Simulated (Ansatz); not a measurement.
`[NH2][In]([Cl])[O][SiH3]` and `[SiH3][O][In]([Cl])[Cl]` differ in one atom or group.

Ansatz, PBE0-D4/def2-TZVP geometries, multiplicity 1. Each molecule was computed in one conformer, which needn't be the lowest.

Elements past krypton have def2 core potentials.

```json
{"property": "HOMO energy (PBE0/def2-TZVPP) / eV", "`[NH2][In]([Cl])[O][SiH3]`": "-8.06"}
{"property": "LUMO energy (B3LYP/def2-TZVPP) / eV", "`[NH2][In]([Cl])[O][SiH3]`": "-2.29"}
{"property": "HOMO–LUMO gap (PBE/def2-TZVPP) / eV", "`[NH2][In]([Cl])[O][SiH3]`": "3.81"}
{"property": "HOMO energy (B3LYP/def2-TZVPP) / eV", "`[NH2][In]([Cl])[O][SiH3]`": "-7.82"}
{"property": "HOMO–LUMO gap (ωB97M-V/def2-TZVPP) / eV", "`[NH2][In]([Cl])[O][SiH3]`": "10.28"}
{"property": "size of the dipole moment (ωB97M-V/def2-TZVPP) / D", "`[NH2][In]([Cl])[O][SiH3]`": "2.92"}
```

(1) Give the same properties after the change, and the shifts. (An estimate is asked.)

Results:

(1) Computed: 
```json
{"property": "HOMO energy (PBE0/def2-TZVPP) / eV", "`[SiH3][O][In]([Cl])[Cl]`": "-8.81", "shift": "-0.75"}
{"property": "LUMO energy (B3LYP/def2-TZVPP) / eV", "`[SiH3][O][In]([Cl])[Cl]`": "-3.05", "shift": "-0.76"}
{"property": "HOMO–LUMO gap (PBE/def2-TZVPP) / eV", "`[SiH3][O][In]([Cl])[Cl]`": "3.76", "shift": "-0.05"}
{"property": "HOMO energy (B3LYP/def2-TZVPP) / eV", "`[SiH3][O][In]([Cl])[Cl]`": "-8.60", "shift": "-0.78"}
{"property": "HOMO–LUMO gap (ωB97M-V/def2-TZVPP) / eV", "`[SiH3][O][In]([Cl])[Cl]`": "10.32", "shift": "0.04"}
{"property": "size of the dipole moment (ωB97M-V/def2-TZVPP) / D", "`[SiH3][O][In]([Cl])[Cl]`": "0.24", "shift": "-2.68"}
```

Dipoles are sizes alone; their direction can turn.

B3LYP here is the variant with VWN-RPA as its local correlation; programs differ in this.
